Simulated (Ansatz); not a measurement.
Born–Oppenheimer molecular dynamics of C2H7NOSi (12 atoms, charge 0, multiplicity 1). It starts from a relaxed structure.

Level of theory: UKS PBE0/STO-3G (Ansatz 0.2.0).

```
ensemble        : NVT, Langevin thermostat
time step       : 0.5 fs
steps asked     : 162
set temperature : 1500 K
friction        : 0.02 /fs
seed            : 894848
```

First frame:

```xyz
12
Properties=species:S:1:pos:R:3
C -1.355 -0.695 1.259
Si 0.057 0.315 0.584
N 1.185 -0.540 -0.533
C 0.736 0.476 -1.587
O -0.291 1.239 -0.851
H -2.120 -0.049 1.701
H -1.827 -1.294 0.476
H -1.003 -1.375 2.040
H 0.646 1.083 1.671
H 2.189 -0.312 -0.300
H 0.296 -0.032 -2.477
H 1.564 1.129 -1.950
```

Question: How far do the bonds stretch over the last three quarters of this one trajectory? (Pairs bonded in most of those frames.)

Answer: 
| bond | mean (Å) | spread (Å) | shortest | longest |
| --- | --- | --- | --- | --- |
| C1–Si2 | 1.896 | 0.093 | 1.73 | 2.04 |
| C1–H6 | 1.103 | 0.032 | 1.04 | 1.19 |
| C1–H7 | 1.105 | 0.044 | 1.02 | 1.21 |
| C1–H8 | 1.105 | 0.027 | 1.05 | 1.17 |
| Si2–N3 | 1.846 | 0.054 | 1.76 | 1.93 |
| Si2–C4 | 2.250 | 0.050 | 2.17 | 2.36 |
| Si2–O5 | 1.734 | 0.056 | 1.64 | 1.85 |
| Si2–H9 | 1.472 | 0.043 | 1.39 | 1.55 |
| N3–C4 | 1.539 | 0.042 | 1.45 | 1.64 |
| N3–H10 | 1.067 | 0.040 | 0.98 | 1.15 |
| C4–O5 | 1.483 | 0.020 | 1.45 | 1.53 |
| C4–H11 | 1.132 | 0.049 | 1.05 | 1.23 |
| C4–H12 | 1.114 | 0.047 | 1.03 | 1.19 |

Mean temperature of the second half: 1198 K. The mean temperature of the second half is 20 % below the set value. A run of 0.081 ps of so small a system gives no equilibrium averages. Limits of this set-up: minimal basis.

Run time: 13 min on 1 thread of Intel(R) Xeon(R) Processor @ 2.70GHz, on a shared host, peak memory 0.15 GiB.
